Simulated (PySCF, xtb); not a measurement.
Ti(OH)3 (H3O3Ti), SMILES [OH][Ti]([OH])[OH] (connectivity only; charge and spin as stated), neutral, multiplicity 2. The values are those of a single conformer.

Harmonic wavenumbers (cm⁻¹) from GFN2-xTB in xtb 6.7.1 at its own minimum, in rising order: 87, 92, 177, 280, 281, 288, 325, 327, 340, 542, 656, 661, 3561, 3569, 3571.

### Question
What does PBE-D3(BJ)/def2-SVP run with PySCF give at its own minimum? (Estimate from the structure and the level; the computed values follow.)

### Answer
90, 168, 168, 319, 347, 347, 376, 376, 393, 675, 794, 794, 3804, 3804, 3808. Paired by order, the mean absolute difference is 102 cm⁻¹ and the zero-point energies are 21.1 and 23.2 kcal/mol.
